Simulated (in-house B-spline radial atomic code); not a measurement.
I⁷⁺. Computed with a B-spline radial atomic code. Model: all-electron spherical atom, spin shells full or empty, radial basis limit, no spin-orbit coupling: exact exchange with a local potential (Slater, KLI or optimised effective potential, whose far tail is KLI's), no correlation.

Exchange potential has not reached -1/r at the last radius.

The run also made RPA and GW results, which its time includes.

The Slater potential averages the orbital exchange potentials with the orbital densities as weights, KLI adds orbital constants, and the optimised effective potential minimises the exact-exchange energy among local potentials. So their energies lie above Hartree-Fock in the order OEP, KLI, Slater. All fall off as −1/r, unlike LDA and GGA exchange.

Command:
```bash
python run_gw.py task.json out
```
Settings (nuclear radius in fm, other lengths in bohr, energies in hartree):
```
Z                      53
electrons              46
configuration          [Kr] 4d10
hamiltonian            x2c
method                 slater
lmax                   9
rms_radius             4.75
spin_polarised         False
box_radius             8.41
intervals              97
```

Cost of the run: 10 s on 1 thread of Arm Neoverse N1 (shared host).

Given: hamiltonian one-electron scalar X2C; mean-field start Slater potential.

Computed: energy above Hartree-Fock 379.85 millihartree.

| radius (bohr) | r times exchange potential (hartree bohr) |
| --- | --- |
| 0.000943 | -0.059558 |
| 0.00117 | -0.073743 |
| 0.00145 | -0.091134 |
| 0.00179 | -0.11207 |
| 0.00222 | -0.13822 |
| 0.00274 | -0.16933 |
| 0.0034 | -0.20788 |
| 0.0042 | -0.25315 |
| 0.0052 | -0.3073 |
| 0.00644 | -0.37055 |
| 0.00798 | -0.44296 |
| 0.00987 | -0.5226 |
| 0.0122 | -0.60735 |
| 0.0151 | -0.69361 |
| 0.0187 | -0.77417 |
| 0.0232 | -0.83954 |
| 0.0287 | -0.87777 |
| 0.0355 | -0.89036 |
| 0.044 | -0.91253 |
| 0.0545 | -0.99498 |
| 0.0674 | -1.1354 |
| 0.0835 | -1.2884 |
| 0.103 | -1.3963 |
| 0.128 | -1.4229 |
| 0.158 | -1.406 |
| 0.196 | -1.5067 |
| 0.243 | -1.7123 |
| 0.3 | -1.8565 |
| 0.372 | ? |
| 0.46 | -1.6109 |
| 0.57 | -1.572 |
| 0.706 | -1.7746 |
| 0.874 | -1.8788 |
| 1.08 | -1.7996 |
| 1.34 | -1.5997 |
| 1.66 | ? |
| 2.05 | -1.2254 |

Question: What belongs in the row 0.372?

Answer: r times exchange potential (hartree bohr): -1.8325.

Question: What belongs in the row 1.66?

Answer: r times exchange potential (hartree bohr): -1.3869.

```csv
occupied,level (hartree),Hartree-Fock level (hartree)
1s,-1223,-1228.4
2s,-193.79,-196.31
2p,?,?
3s,-42.796,-43.872
3p,-36.636,-37.255
3d,-27.272,-27.305
4s,?,?
4p,-8.7186,-8.8809
4d,-5.8016,-5.5834
```

Question: What belongs in the row 2p?

Answer: level (hartree): -175.05; Hartree-Fock level (hartree): -176.42.

Question: What belongs in the row 4s?

Answer: level (hartree): -10.68; Hartree-Fock level (hartree): -11.05.

```tsv
empty	level (hartree)
5s	-3.9756
5p	-3.3921
4f	-2.8407
5d	?
6s	-2.1219
```

Question: What belongs in the row 5d?

Answer: level (hartree): -2.5435.

The highest level, 4d, differs from Hartree-Fock by -5.9 eV and the deepest, 1s, by +147 eV: the Slater potential lacks the response part and is deeper than the optimised one throughout, so the top level comes too deep.
